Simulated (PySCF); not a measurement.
Job for PySCF: R-MP2/6-31G* on NH3 (SMILES N) with ghost functions.

```python
from pyscf import gto, scf, dft, mp
from pyscf.data.elements import chemcore

mol = gto.M(
    atom='''
    N    -0.16830280   -0.11107871    0.05894854
    H    -0.71802035    0.65433337   -0.31429289
    H     0.74830942   -0.06501368   -0.37131819
    H    -0.60370280   -0.97437965   -0.24516429
    ghost-H   -0.00909885    0.01021740    2.66939591
    ghost-H    0.03620904    0.04474657    3.41524066
    ''',
    basis='6-31g*',
    cart=True,
    charge=0, spin=0, verbose=3, max_memory=1800)
mf = scf.RHF(mol)
mf.conv_tol = 1e-8
mf.max_cycle = 100
mf.kernel()
if not mf.converged:
    mf = mf.newton().run(mf.mo_coeff, mf.mo_occ)
pt = mp.MP2(mf, frozen=chemcore(mol)).run()
```

Output:

```
converged SCF energy = -56.1846714621141
E(RMP2) = -56.3553968993534  E_corr = -0.170725437239313
E(SCS-RMP2) = -56.355105363095  E_corr = -0.170433900980843
```

The calculation finished and met its thresholds.

Cost: roughly 0.23 core-seconds.
